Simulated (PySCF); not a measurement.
# Where the electron goes

Species: CH5NO2Si.
Structure used (GFN2-xTB), in Å, numbered top down from 1:
```xyz
10
CH5NO2Si angstrom
N     -1.6914    0.2329    0.7994
C     -0.4892    0.5785    0.2961
O     -0.2486    1.7274   -0.0446
Si     0.8885   -0.7444    0.0993
O      2.1422    0.0593   -0.5272
H     -2.4132    0.9314    0.9017
H     -1.8896   -0.7095    1.0788
H      1.2428   -1.2850    1.4098
H      0.4445   -1.7825   -0.8283
H      2.0227    0.9966   -0.6925
```

Level of theory: PySCF, TDDFT B3LYP/def2-SVPD, vertical, gas phase, core orbitals frozen in the response.

Kohn–Sham orbitals with the atoms that hold most of them (Löwdin shares over 4%, at most four atoms; ? is withheld):

| orbital | ε (eV) | atoms |
| --- | --- | --- |
| LUMO+2 | 0.18 | Si4 36%, C2 12%, H7 11%, O5 8% |
| LUMO+1 | -0.32 | Si4 27%, H7 16%, H9 10%, H8 10% |
| LUMO | -0.65 | ? |
| HOMO | ? | O3 59%, C2 16%, Si4 11%, N1 7% |
| HOMO-1 | -8.08 | ? |
| HOMO-2 | -8.68 | O5 48%, Si4 20%, H9 12%, H8 12% |
| HOMO-3 | -9.92 | O5 61%, O3 12%, C2 10%, Si4 8% |

Q: Which atoms hold the LUMO, and with what shares?

A: C2 (bonded to N, O and Si) 36%; O3 (bonded to C) 26%; N1 (bonded to C and 2 H) 15%; Si4 (bonded to C, O and 2 H) 13%.

Q: Give the leading atoms of the HOMO-1.

A: N1 (bonded to C and 2 H) 45%; O3 (bonded to C) 33%; C2 (bonded to N, O and Si) 10%.

Q: What is the HOMO energy, and the HOMO–LUMO gap?

A: ε(HOMO) = -7.15 eV; the gap is 6.50 eV (0.2389 hartree).

Q: How does S1 compare with the orbital gap of 6.50 eV?

A: S1 is at 4.89 eV (f = 0.0026), 1.61 eV below the gap, made of HOMO→LUMO (98%). 

Q: Give energy, strength and leading configuration of S1, S2, S4 and S7, and follow the Löwdin shares of the leading atoms from the occupied to the empty orbital.

A: 
- S1 (4.89 eV, f 0.0026), HOMO→LUMO (98%): O3 59% → 26%, C2 16% → 36%; low, almost dark, from the terminal oxygen into the C=O bond, the pattern of n→π*
- S2 (5.93 eV, f 0.0095), HOMO→LUMO+1 (91%): O3 59% → at most 11%, C2 16% → at most 11%, Si4 11% → 27%, H7 at most 7% → 16%
- S4 (6.71 eV, f 0.0054), HOMO-1→LUMO+1 (98%): N1 45% → at most 11%, O3 33% → at most 11%, Si4 at most 4% → 27%, H7 at most 4% → 16%
- S7 (7.22 eV, f 0.0050), HOMO-2→LUMO+1 (77%): O5 48% → at most 11%, Si4 20% → 27%, H7 at most 9% → 16%

Löwdin shares depend on the basis, the more so with diffuse functions.

Hardware: an Arm Neoverse N1 with one thread, no GPU, shared host with 64 logical CPUs at a one-minute load of 62. Cost: 26 s, 0.57 GiB resident at most.

One conformer stands for the species.
